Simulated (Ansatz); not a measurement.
Reaction (ligand exchange at the Si–C bond): `CC([SiH3])[TeH]` + `NB(F)F` → `FB(F)N[SiH3]` + `CC[TeH]`

Gas-phase electronic energies from Ansatz, PBE0-D4/def2-TZVP geometries. CCSD(T)/CBS is the MP2 limit (def2-TZVPP, def2-QZVPP) plus CCSD(T) − MP2 in def2-TZVPP, frozen cores. Functionals use def2-TZVPP. def2 core potentials past Kr. For Te outer-core shells are correlated without core-valence functions, which leaves a few kJ/mol of doubt a bond. One conformer a species, not always the lowest.

```json
{"species": "`CC([SiH3])[TeH]`", "r2SCAN energy (Eh)": "-638.59233"}
{"species": "`NB(F)F`", "r2SCAN energy (Eh)": "-280.66357"}
{"species": "`FB(F)N[SiH3]`", "r2SCAN energy (Eh)": "-571.35427"}
{"species": "`CC[TeH]`", "r2SCAN energy (Eh)": "-347.91924"}
```

Work out ΔE.

ΔE = (-571.35427) + (-347.91924) − (-638.59233) − (-280.66357) = -0.01761 Eh = -11.1 kcal/mol. CCSD(T)/CBS gives -10.4 kcal/mol.

Largest T1 diagnostic among the species: 0.012.

The D4 term adds +1.9 kcal/mol with B3LYP and +1.0 kcal/mol with PBE0; it sums over pairs of atoms, weighted by their polarisabilities, and B3LYP, whose exchange is more repulsive, gets the larger term. In def2-TZVPP, CCSD(T) changes the Hartree–Fock value by +5.2 kcal/mol (the triples alone add +0.8 kcal/mol) and MP2 by +5.9 kcal/mol.

B3LYP here is the variant with VWN-RPA as its local correlation; programs differ in this.
